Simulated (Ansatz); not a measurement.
Consider the hydrogenolysis of a Ge–Cl bond: `[CH3][GeH]([Cl])[CH]=O` + H₂ → `[CH3][GeH2][CH]=O` + HCl.

Computed with Ansatz on PBE0-D4/def2-TZVP structures; ΔE is electronic, products minus reactants. CCSD(T)/CBS adds triple-zeta CCSD(T) − MP2 to the extrapolated MP2 energy (def2 sets, frozen cores). This one scheme is used for every species. For Ge outer-core shells are correlated without core-valence functions, which leaves a few kJ/mol of doubt a bond. Scalar relativity is left out up to krypton. One conformer a species, not always the lowest.

| species | HF/CBS(def2) energy (Eh) |
| --- | --- |
| `[CH3][GeH]([Cl])[CH]=O` | -2688.55532 |
| H₂ | -1.13356 |
| `[CH3][GeH2][CH]=O` | -2229.55342 |
| HCl | -460.11403 |

(1) Work out ΔE.

Largest T1 diagnostic among the species: 0.013.

## Answers

(1) ΔE = (-2229.55342) + (-460.11403) − (-2688.55532) − (-1.13356) = 0.02143 Eh = +13.4 kcal/mol. CCSD(T)/CBS gives +14.8 kcal/mol.

The D4 term adds +1.8 kcal/mol with B3LYP and +1.0 kcal/mol with PBE0; it sums over pairs of atoms, weighted by their polarisabilities, and B3LYP, whose exchange is more repulsive, gets the larger term.

B3LYP here is the variant with VWN-RPA as its local correlation; programs differ in this.
